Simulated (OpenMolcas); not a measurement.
**I II: thermal populations, worked from levels**

| Property | Result |
| --- | --- |
| Program | OpenMolcas 26.06 |
| Basis | ANO-RCC-VQZP [8s7p5d3f2g] |
| Scalar Hamiltonian | DKH2, point nucleus |
| Active space | 4 electrons in 3 orbitals (5p) |
| State averaging | 2S+1 = 3 even, 3 roots; 2S+1 = 1 even, 6 roots |
| Spin-orbit coupling | state interaction with AMFI integrals over the reference wave functions, term energies averaged over their components |

Methods: CASSCF; SS-CASPT2, IPEA 0.25 Eh, imaginary shift 0.1 Eh (closed shells correlated: 4d 5s). Measured levels: NIST Handbook of Basic Atomic Spectroscopic Data.

**Thermal populations.** Z = Σ (2J + 1) exp(-E/kT) with k = 0.695035 cm-1/K, over the levels below. No other level of either list lies under 81000 cm-1, which is above 7 kT at each temperature.

| Level | 2J + 1 | SS-CASPT2 | measured |
| --- | --- | --- | --- |
| 5s2 5p4 3P2 | 5 | 0.0 | 0.0 |
| 5s2 5p4 3P0 | 1 | 6240 | 6448 |
| 5s2 5p4 3P1 | 3 | 6410 | 7087 |
| 5s2 5p4 1D2 | 5 | 13370 | 13727 |
| 5s2 5p4 1S0 | 1 | 28950 | 29501 |

| T (K) | Z, SS-CASPT2 | Z, measured levels | Ground level (%), SS-CASPT2 | Ground level (%), measured levels |
| --- | --- | --- | --- | --- |
| 5000 | 5.747 | 5.643 | 87.0 | 88.6 |
| 8000 | 6.730 | 6.581 | 74.3 | 76.0 |
| 12000 | 7.902 | 7.738 | 63.3 | 64.6 |

At 12000 K, kT = 8340 cm-1, and the computed levels give Z = 5.000 + 0.473 + 1.391 + 1.006 + 0.031 = 7.902.

CASPT2 breaks the degeneracy within a term, and the mean is taken; among the terms shown or strongly mixed into the levels shown the widest spread is 180 cm-1 (5s2 5p4 1D, SS-CASPT2). With the s shell closed, the reference lacks s² → p² mixing. Measured partners are found by configuration, term and J. A level has none where our copy of the source lacks it or the pairing is in doubt (some pairs that miss far off the trend of their configuration count as doubtful), and it then counts in no deviation. Levels of configurations outside the active space are missing.
